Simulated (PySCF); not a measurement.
An equivalent PySCF input for F (fluorine, neutral), [He] 2s2 2p5, 2P determinant, with the non-relativistic Hamiltonian (point nucleus):

```python
from pyscf import gto, scf, dft, mp, cc
import basis_set_exchange as bse
mol = gto.M(atom="F 0 0 0", charge=0, spin=1, symmetry="D2h",
            basis=gto.basis.parse(bse.get_basis("aug-cc-pwCVQZ", elements=["F"], fmt="nwchem")))
mf = dft.UKS(mol, xc="TPSSH")
mf.irrep_nelec = {'Ag': (2, 2), 'B1u': (1, 1), 'B2u': (1, 1), 'B3u': (1, 0)}
mf.kernel()
```

It reaches the same state as the run whose output follows, with an energy that differs only through the grid. The run itself started from symmetry-adapted Hartree-Fock orbitals and held the occupation by maximum overlap, on a logarithmic radial grid, so the iterations belong to that start.

```
SCF conv_tol = 1e-09
number electrons alpha = 5  beta = 4
XC functionals = TPSSH
    V. N. Staroverov, G. E. Scuseria, J. Tao, and J. P. Perdew.,  J. Chem. Phys. 119, 12129 (2003)
cycle= 1 E= -99.7699260941797  delta_E= -0.00674  |g|= 0.0182  |ddm|= 0.315
cycle= 2 E= -99.7699639098021  delta_E= -3.78e-05  |g|= 0.0143  |ddm|= 0.0278
cycle= 3 E= -99.7700161476833  delta_E= -5.22e-05  |g|= 0.00369  |ddm|= 0.0178
cycle= 4 E= -99.7700194847732  delta_E= -3.34e-06  |g|= 0.000288  |ddm|= 0.00344
cycle= 5 E= -99.770019519172  delta_E= -3.44e-08  |g|= 2.85e-05  |ddm|= 0.000402
cycle= 6 E= -99.7700195196614  delta_E= -4.89e-10  |g|= 1.8e-06  |ddm|= 6.54e-05
converged SCF energy = -99.7700195196614  <S^2> = 0.75189268  2S+1 = 2.0018918
```
